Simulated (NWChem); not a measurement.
Program: NWChem. System: GeO, charge 0, spin multiplicity 1, displaced from the optimised geometry. Level: CCSD(T)/def2-SVP, 10 core orbitals frozen, spin-restricted.

The NWChem input:

```
start mol
memory heap 100 mb stack 700 mb global 1900 mb
geometry units angstroms nocenter noautoz noautosym
  Ge     0.000000     0.000000     0.494583
  O      0.000000     0.000000    -1.318888
end
basis spherical
  * library def2-svp
end
scf
  rhf
  nopen 0
  maxiter 100
  thresh 1e-7
  semidirect memsize 60000000 filesize 0
end
ccsd
  freeze core 10
  maxiter 60
end
task ccsd(t) energy
```

NWChem printed:

```
             Northwest Computational Chemistry Package (NWChem) 7.3.0
             --------------------------------------------------------

                                NWChem Input Module
                                -------------------

 Scaling coordinates for geometry "geometry" by  1.889725989
 (inverse scale =  0.529177249)

                             Geometry "geometry" -> ""
                             -------------------------

 Output coordinates in angstroms (scale by  1.889725989 to convert to a.u.)

  No.       Tag          Charge          X              Y              Z
 ---- ---------------- ---------- -------------- -------------- --------------
    1 Ge                  32.0000     0.00000000     0.00000000     0.49458300
    2 O                    8.0000     0.00000000     0.00000000    -1.31888800

 Effective nuclear repulsion energy (a.u.)      74.7017050418

            Nuclear Dipole moment (a.u.)
            ----------------------------
        X                 Y               Z
 ---------------- ---------------- ----------------
     0.0000000000     0.0000000000     9.9693477185


 Summary of "ao basis" -> "" (spherical)
 ------------------------------------------------------------------------------
       Tag                 Description            Shells   Functions and Types
 ---------------- ------------------------------  ------  ---------------------
 *                          def2-svp                  on all atoms

 Summary of "ao basis" -> "ao basis" (spherical)
 ------------------------------------------------------------------------------
       Tag                 Description            Shells   Functions and Types
 ---------------- ------------------------------  ------  ---------------------
 Ge                         def2-svp                12       32   5s4p3d
 O                          def2-svp                 6       14   3s2p1d

                                 NWChem SCF Module
                                 -----------------

  ao basis        = "ao basis"
  functions       =    46
  atoms           =     2
  closed shells   =    20
  open shells     =     0
  charge          =   0.00
  wavefunction    = RHF
  use symmetry    = F
  symmetry adapt  = F

 Summary of "ao basis" -> "ao basis" (spherical)
 ------------------------------------------------------------------------------
       Tag                 Description            Shells   Functions and Types
 ---------------- ------------------------------  ------  ---------------------
 Ge                         def2-svp                12       32   5s4p3d
 O                          def2-svp                 6       14   3s2p1d

 Forming initial guess at       0.1s

      Superposition of Atomic Density Guess
      -------------------------------------

 Sum of atomic energies:       -2149.73464424

      Non-variational initial energy
      ------------------------------

 Total energy =   -2149.459947
 1-e energy   =   -3146.858492
 2-e energy   =     922.696839
 HOMO         =      -0.358946
 LUMO         =      -0.041253

 Starting SCF solution at       0.6s

 ----------------------------------------------
         Quadratically convergent ROHF

 Convergence threshold     :          1.000E-07
 Maximum no. of iterations :          100
 Final Fock-matrix accuracy:          1.000E-09
 ----------------------------------------------

              iter       energy          gnorm     gmax       time
             ----- ------------------- --------- --------- --------
                 1    -2149.6425602399  1.69D+00  5.19D-01      0.6
                 2    -2149.8162716734  4.48D-01  1.58D-01      0.6
                 3    -2149.8395104739  3.91D-01  1.71D-01      0.6
                 4    -2149.8483280628  7.28D-02  2.05D-02      0.6
                 5    -2149.8488576681  4.95D-03  2.25D-03      0.6
                 6    -2149.8488649163  2.76D-05  8.21D-06      0.7
                 7    -2149.8488649163  2.88D-09  9.19D-10      0.7

       Final RHF  results
       ------------------

         Total SCF energy =  -2149.848864916341
      One-electron energy =  -3146.880065820892
      Two-electron energy =    922.329495862716
 Nuclear repulsion energy =     74.701705041836

        Time for solution =      0.1s

             Final eigenvalues
             -----------------

              1
    1 -405.2578
    2  -52.1841
    3  -46.2845
    4  -46.2845
    5  -46.2821
    6  -20.5205
    7   -7.2407
    8   -5.2174
    9   -5.2174
   10   -5.2087
   11   -1.6925
   12   -1.6925
   13   -1.6843
   14   -1.6836
   15   -1.6836
   16   -1.1526
   17   -0.6010
   18   -0.4112
   19   -0.4056
   20   -0.4056
   21    0.0198
   22    0.0198
   23    0.1566
   24    0.2571
   25    0.4875
   26    0.4875
   27    0.5331
   28    0.5331
   29    0.5389
   30    0.6132

                       ROHF Final Molecular Orbital Analysis
                       -------------------------------------

 Vector   18  Occ=2.000000D+00  E=-4.112108D-01
              MO Center=  1.1D-15,  1.7D-15, -1.5D-01, r^2= 2.6D+00
   Bfn.  Coefficient  Atom+Function         Bfn.  Coefficient  Atom+Function
  ----- ------------  ---------------      ----- ------------  ---------------
    38      0.448747  2 O  pz                41      0.350644  2 O  pz
    14     -0.346077  1 Ge pz                 5     -0.291674  1 Ge s
     4     -0.271792  1 Ge s                 17     -0.199341  1 Ge pz
    11      0.194478  1 Ge pz                 3      0.180091  1 Ge s

 Vector   19  Occ=2.000000D+00  E=-4.056278D-01
              MO Center= -2.6D-16, -6.9D-15, -1.1D+00, r^2= 1.2D+00
[...]
    1 Ge  32    31.29   2.00  2.00  2.00  1.36  0.49  6.00  5.98  0.74  0.61  8.16  1.79  0.17
    2 O    8     8.71   1.99  1.10  0.83  2.62  2.16  0.01

       Multipole analysis of the density wrt the origin
       ------------------------------------------------

     L   x y z        total         open         nuclear
     -   - - -        -----         ----         -------
     0   0 0 0     -0.000000      0.000000     40.000000

     1   1 0 0      0.000000      0.000000      0.000000
     1   0 1 0      0.000000      0.000000      0.000000
     1   0 0 1      1.921153      0.000000      9.969348

     2   2 0 0    -15.022375      0.000000      0.000000
     2   1 1 0      0.000000      0.000000      0.000000
     2   1 0 1     -0.000000      0.000000      0.000000
     2   0 2 0    -15.022375      0.000000      0.000000
     2   0 1 1      0.000000      0.000000      0.000000
     2   0 0 2    -20.876539      0.000000     77.646792

                   Four-Index Transformation
                   -------------------------
          Number of basis functions:             46
          Number of shells:                      18
          Number of occupied orbitals:           20
          Number of occ. correlated orbitals:    10
          Block length:                          16
          Superscript MO index range:     11 -   20
          Subscript MO index range:       11 -   46
          MO coefficients read from:  ./mol.movecs
          Number of operator matrices in core:  110
          Half-transformed integrals produced

     Pass:    1     Index range:   11  -   20     Time:      1.81
 ------------------------------------------
 MP2 Energy (coupled cluster initial guess)
 ------------------------------------------
 Reference energy:          -2149.848864916340517
 MP2 Corr. energy:             -0.436074233182207
 Total MP2 energy:          -2150.284939149522870

 ****************************************************************************
              the segmented parallel ccsd program:    1 nodes
 ****************************************************************************

 level of theory    ccsd(t)
 number of core        10
 number of occupied    10
 number of virtual     26
 number of deleted      0
 total functions       46
 number of shells      18
 basis label          566

   ***** ccsd parameters *****
   iprt   =     0
   convi  =  0.100E-05
   maxit  =    60
   mxvec  =     5
 memory            104851764
  Using  1 OpenMP thread(s) in CCSD
  IO offset    20.000000000000000
  IO error message >End of File
  file_read_ga: failing reading from ./mol.t2
  Failed reading restart vector from ./mol.t2
  Using MP2 initial guess vector

-------------------------------------------------------------------------
 iter     correlation     delta       rms       T2     Non-T2      Main
             energy      energy      error      ampl     ampl      Block
                                                time     time      time
-------------------------------------------------------------------------
   1     -0.3764832318 -3.765D-01  3.706D-01     1.31     0.00     1.25
   2     -0.4294987190 -5.302D-02  4.526D-01     1.33     0.00     1.26
   3     -0.4104964869  1.900D-02  3.130D-02     1.31     0.00     1.26
   4     -0.4133087137 -2.812D-03  2.183D-02     1.31     0.00     1.25
   5     -0.4164676863 -3.159D-03  4.234D-03     1.29     0.00     1.24
   6     -0.4160558311  4.119D-04  1.179D-03     1.31     0.00     1.24
   7     -0.4161381459 -8.231D-05  1.739D-03     1.29     0.00     1.23
   8     -0.4161917427 -5.360D-05  3.526D-04     1.27     0.00     1.21
   9     -0.4161577141  3.403D-05  8.010D-05     1.28     0.00     1.22
  10     -0.4161466617  1.105D-05  1.484D-04     1.27     0.00     1.22
  11     -0.4161560551 -9.393D-06  2.237D-05     1.29     0.00     1.22
  12     -0.4161539076  2.148D-06  1.083D-05     1.29     0.00     1.23
  13     -0.4161542868 -3.792D-07  7.230D-06     1.30     0.00     1.24
  14     -0.4161545503 -2.635D-07  2.485D-06     1.30     0.00     1.24
  15     -0.4161545192  3.111D-08  7.394D-07     1.29     0.00     1.23
                  *************converged*************
-------------------------------------------------------------------------

 -----------
 CCSD Energy
 -----------
 Reference energy:           -2149.848864916340517
 CCSD corr. energy:             -0.416154519191390
 Total CCSD energy:          -2150.265019435531940

 --------------------------------
 Spin Component Scaled (SCS) CCSD
 --------------------------------
 Same spin contribution:                 -0.105702824930548
 Same spin scaling factor:                1.130000000000000
 Opposite spin contribution:             -0.310451694260842
 Opposite spin scaling fact.:             1.270000000000000
 SCS-CCSD correlation energy:            -0.513717843882789
 Total SCS-CCSD energy:               -2150.362582760223177
 memory            104851764

*********triples calculation*********

nkpass=    1; nvpass=    1; memdrv=          49062; memtrn=         658214; memavail=      104851492
 memory available/node                      104851492
 total number of virtual orbitals        26
 number of virtuals per integral pass    26
 number of integral evaluations           1
 number of occupied per triples pass     10
 number of triples passes                 1

 commencing integral evaluation        1 at          21.29
  symmetry use  F
task         2 out of       171 done   1%  at       0.1 secs
task         9 out of       171 done   5%  at       0.4 secs
task        18 out of       171 done  10%  at       0.6 secs
task        26 out of       171 done  15%  at       0.8 secs
task        35 out of       171 done  20%  at       0.9 secs
task        43 out of       171 done  25%  at       1.0 secs
task        52 out of       171 done  30%  at       1.1 secs
task        60 out of       171 done  35%  at       1.3 secs
task        69 out of       171 done  40%  at       1.4 secs
task        77 out of       171 done  45%  at       1.5 secs
task        86 out of       171 done  50%  at       1.6 secs
task        95 out of       171 done  55%  at       1.7 secs
task       103 out of       171 done  60%  at       1.8 secs
task       112 out of       171 done  65%  at       1.8 secs
task       120 out of       171 done  70%  at       1.8 secs
task       129 out of       171 done  75%  at       1.9 secs
task       137 out of       171 done  80%  at       1.9 secs
task       146 out of       171 done  85%  at       2.0 secs
task       154 out of       171 done  90%  at       2.0 secs
task       163 out of       171 done  95%  at       2.1 secs
task       171 out of       171 done 100%  at       2.1 secs
 commencing triples evaluation - blocking       1
 ccsd(t): done        1 out of       26 progress:    3.8%
 ccsd(t): done        2 out of       26 progress:    7.7%
 ccsd(t): done        3 out of       26 progress:   11.5%
 ccsd(t): done        4 out of       26 progress:   15.4%
 ccsd(t): done        5 out of       26 progress:   19.2%
 ccsd(t): done        6 out of       26 progress:   23.1%
 ccsd(t): done        7 out of       26 progress:   26.9%
 ccsd(t): done        8 out of       26 progress:   30.8%
 ccsd(t): done        9 out of       26 progress:   34.6%
 ccsd(t): done       10 out of       26 progress:   38.5%
 ccsd(t): done       11 out of       26 progress:   42.3%
 ccsd(t): done       12 out of       26 progress:   46.2%
 ccsd(t): done       13 out of       26 progress:   50.0%
 ccsd(t): done       14 out of       26 progress:   53.8%
 ccsd(t): done       15 out of       26 progress:   57.7%
 ccsd(t): done       16 out of       26 progress:   61.5%
 ccsd(t): done       17 out of       26 progress:   65.4%
 ccsd(t): done       18 out of       26 progress:   69.2%
 ccsd(t): done       19 out of       26 progress:   73.1%
 ccsd(t): done       20 out of       26 progress:   76.9%
 ccsd(t): done       21 out of       26 progress:   80.8%
 ccsd(t): done       22 out of       26 progress:   84.6%
 ccsd(t): done       23 out of       26 progress:   88.5%
 ccsd(t): done       24 out of       26 progress:   92.3%
 ccsd(t): done       25 out of       26 progress:   96.2%
 ccsd(t): done       26 out of       26 progress:  100.0%
 Time for integral evaluation pass     1        2.12
 Time for triples evaluation pass      1        0.57

 pseudo-e(mp4)  -0.34987939343792E-01
 pseudo-e(mp5)   0.10687527245104E-01
        e(t)    -0.24300412098688E-01

 --------------
 CCSD(T) Energy
 --------------
 Reference energy:                   -2149.848864916340517

 CCSD corr. energy:                     -0.416154519191390
 T(CCSD) corr. energy:                  -0.034987939343792
 Total CCSD+T(CCSD) energy:          -2150.300007374875804

 CCSD corr. energy:                     -0.416154519191390
 (T) corr. energy:                      -0.024300412098688
 Total CCSD(T) energy:               -2150.289319847630395

 routine      calls  cpu(0)   cpu-min  cpu-ave  cpu-max   i/o
 aoccsd          1     0.01     0.01     0.01     0.01    0.00
 iterdrv         1     0.01     0.01     0.01     0.01    0.00
 pampt          15     0.07     0.07     0.07     0.07    0.00
 t2pm           15     0.18     0.18     0.18     0.18    0.00
 sxy            15     0.15     0.15     0.15     0.15    0.00
 ints       433845    16.09    16.09    16.09    16.09    0.00
 t2eri        2565     1.44     1.44     1.44     1.44    0.00
 idx2         2565     0.49     0.49     0.49     0.49    0.00
 idx34          15     0.07     0.07     0.07     0.07    0.00
 ht2pm          15     0.16     0.16     0.16     0.16    0.00
 itm            15     0.48     0.48     0.48     0.48    0.00
 pdiis          15     0.02     0.02     0.02     0.02    0.00
 triples         1     0.00     0.00     0.00     0.00    0.00
 rdtrpo          1     0.01     0.01     0.01     0.01    0.00
 trpmos          1     2.12     2.12     2.12     2.12    0.00
 trpdrv          1     0.09     0.09     0.09     0.09    0.00
 dovvv       28600     0.14     0.14     0.14     0.14    0.00
 doooo       28600     0.08     0.08     0.08     0.08    0.00
 tengy       26000     0.17     0.17     0.17     0.17    0.00
 Total                21.78    21.78    21.78    21.78    0.00

 Task  times  cpu:       24.7s     wall:       24.7s

 Total times  cpu:       24.7s     wall:       24.7s
```
